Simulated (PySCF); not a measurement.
HBrCl$_{2}$Si (SMILES Cl[SiH](Cl)Br), singlet, geometry from GFN2-xTB; DF-CAMB3LYP/aug-cc-pVDZ (PySCF).

Here is a job for PySCF.
```python
from pyscf import gto, scf, dft

mol = gto.Mole()
mol.atom = '''
    Si   -0.50039917    0.12131381    0.53372413
    Cl   -1.02231126    1.91591427   -0.19951811
    Cl   -1.73889217   -1.30872181   -0.13840714
    Br    1.55380647   -0.34729476   -0.10589198
    H    -0.43717961    0.13465135    1.97881073
'''
mol.basis = 'aug-cc-pvdz'
mol.verbose = 4
mol.max_memory = 1800
mol.build()

mf = dft.RKS(mol)
mf.xc = 'camb3lyp'
mf = mf.density_fit(auxbasis='def2-universal-jkfit')
mf.kernel()
```

Output, abridged:

```
PySCF version 2.14.0

[INPUT] verbose = 4
[INPUT] num. atoms = 5
[INPUT] num. electrons = 84
[INPUT] charge = 0
[INPUT] spin (= nelec alpha-beta = 2S) = 0
[INPUT] symmetry False subgroup None
[INPUT] Mole.unit = angstrom
[INPUT] Symbol           X                Y                Z      unit          X                Y                Z       unit  Magmom
[INPUT]  1 Si    -0.500399170000   0.121313810000   0.533724130000 AA   -0.945617384260   0.229249876028   1.008592431772 Bohr   0.0
[INPUT]  2 Cl    -1.022311260000   1.915914270000  -0.199518110000 AA   -1.931888295459   3.620553248446  -0.377034584791 Bohr   0.0
[INPUT]  3 Cl    -1.738892170000  -1.308721810000  -0.138407140000 AA   -3.286029961451  -2.473125794145  -0.261551588284 Bohr   0.0
[INPUT]  4 Br     1.553806470000  -0.347294760000  -0.105891980000 AA    2.936268678877  -0.656291980897  -0.200106840988 Bohr   0.0
[INPUT]  5 H     -0.437179610000   0.134651350000   1.978810730000 AA   -0.826149730144   0.254454173803   3.739410332051 Bohr   0.0

nuclear repulsion = 490.805236357074
number of shells = 38
number of NR pGTOs = 247
number of NR cGTOs = 126
basis = aug-cc-pvdz
ecp = {}

******** <class 'pyscf.df.df_jk.DFRKS'> ********
method = DFRKS
initial guess = minao
damping factor = 0
level_shift factor = 0
DIIS = <class 'pyscf.scf.diis.CDIIS'>
diis_start_cycle = 1
diis_space = 8
diis_damp = 0
SCF conv_tol = 1e-09
SCF conv_tol_grad = None
SCF max_cycles = 50
direct_scf = False
XC library pyscf.dft.libxc version 7.1.2
    S. Lehtola, C. Steigemann, M. J. T. Oliveira, and M. A. L. Marques,  SoftwareX 7, 1–5 (2018)
XC functionals = camb3lyp
    T. Yanai, D. P. Tew, and N. C. Handy,  Chem. Phys. Lett. 393, 51 (2004)
radial grids:
    Treutler-Ahlrichs [JCP 102, 346 (1995); DOI:10.1063/1.469408] (M4) radial grids

becke partition: Becke, JCP 88, 2547 (1988); DOI:10.1063/1.454033
pruning grids: <function nwchem_prune>
grids dens level: 3
symmetrized grids: False
atomic radii adjust function: <function treutler_atomic_radii_adjust>
small_rho_cutoff = 0
Set gradient conv threshold to 3.16228e-05
Initial guess from minao.
tot grids = 87176
******** <class 'pyscf.df.df.DF'> ********
auxbasis = def2-universal-jkfit
Create RSH-DF object <pyscf.df.df.DF object> for omega=0.33
******** <class 'pyscf.df.df.DF'> ********
auxbasis = auxmol.basis = def2-universal-jkfit
init E= -3784.36172659785
  HOMO = -0.361058023421521  LUMO = -0.0238819836542685  gap/eV = 9.17503
cycle= 1 E= -3784.87603736284  delta_E= -0.514  |g|= 0.405  |ddm|= 2.11
  HOMO = -0.370009178595914  LUMO = -0.020899982976974  gap/eV = 9.49975
cycle= 2 E= -3784.87576281507  delta_E= 0.000275  |g|= 0.427  |ddm|= 0.802
  HOMO = -0.371444394984576  LUMO = 0.00978835354217811  gap/eV = 10.37387
cycle= 3 E= -3784.92954878848  delta_E= -0.0538  |g|= 0.0169  |ddm|= 0.396
  HOMO = -0.373617592079269  LUMO = 0.0100505806352489  gap/eV = 10.44014
cycle= 4 E= -3784.92965161178  delta_E= -0.000103  |g|= 0.00578  |ddm|= 0.0361
  HOMO = -0.373276287056626  LUMO = 0.0107354088385714  gap/eV = 10.44949
cycle= 5 E= -3784.92966323372  delta_E= -1.16e-05  |g|= 0.00173  |ddm|= 0.0108
  HOMO = -0.373261359994022  LUMO = 0.0105980062547113  gap/eV = 10.44535
cycle= 6 E= -3784.92966437636  delta_E= -1.14e-06  |g|= 0.000322  |ddm|= 0.00263
  HOMO = -0.373325212848491  LUMO = 0.0105828554110179  gap/eV = 10.44667
cycle= 7 E= -3784.92966442446  delta_E= -4.81e-08  |g|= 0.000105  |ddm|= 0.000642
  HOMO = -0.373302429451102  LUMO = 0.01059020389651  gap/eV = 10.44625
cycle= 8 E= -3784.92966442941  delta_E= -4.95e-09  |g|= 1.86e-05  |ddm|= 0.000212
  HOMO = -0.37330749263822  LUMO = 0.0105894724652376  gap/eV = 10.44637
cycle= 9 E= -3784.92966442964  delta_E= -2.27e-10  |g|= 5.39e-06  |ddm|= 5.02e-05
  HOMO = -0.373306311335517  LUMO = 0.0105897274858773  gap/eV = 10.44634
Extra cycle  E= -3784.92966442964  delta_E=    0  |g|= 3.57e-06  |ddm|= 1.17e-05
converged SCF energy = -3784.92966442964
```
